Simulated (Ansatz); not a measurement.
Name a neutral molecule of B, C, F, Ga, N and H with HOMO–LUMO gap (PBE/def2-TZVPP) between 4.25 and 4.55 eV and LUMO energy (B3LYP/def2-TZVPP) between -1.15 and -0.85 eV (Ansatz, PBE0-D4/def2-TZVP geometry).

`[NH2][Ga]([F])[C]1(F)BN1` (4.51 eV, -1.00 eV). Other molecules can fit too; these were computed, each in one conformer that needn't be the lowest.

B3LYP here is the variant with VWN-RPA as its local correlation; programs differ in this.
